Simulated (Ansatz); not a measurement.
Reaction (substitution at a C–O bond): `C[O][Sb]([F])[F]` + `[OH][Ge][OH]` → `C[O][Ge][OH]` + `[OH][Sb]([F])[F]`

Gas-phase electronic energies from Ansatz, PBE0-D4/def2-TZVP geometries. CBS: MP2 limit from def2 TZ/QZ plus the TZ coupled-cluster correction, frozen cores. def2 core potentials past Kr. For Ge, Sb outer-core shells are correlated without core-valence functions, which leaves a few kJ/mol of doubt a bond. Scalar relativity is left out up to krypton. Each species was taken in one conformer, which may not be the lowest.

```csv
species,CCSD(T)/def2-TZVPP energy (Eh)
`C[O][Sb]([F])[F]`,-554.12622
`[OH][Ge][OH]`,-2227.12654
`C[O][Ge][OH]`,-2266.34906
`[OH][Sb]([F])[F]`,-514.90580
```

Question: Work out ΔE.

Answer: ΔE = (-2266.34906) + (-514.90580) − (-554.12622) − (-2227.12654) = -0.00210 Eh = -1.3 kcal/mol. CCSD(T)/CBS gives -1.1 kcal/mol.

Largest T1 diagnostic among the species: 0.015.
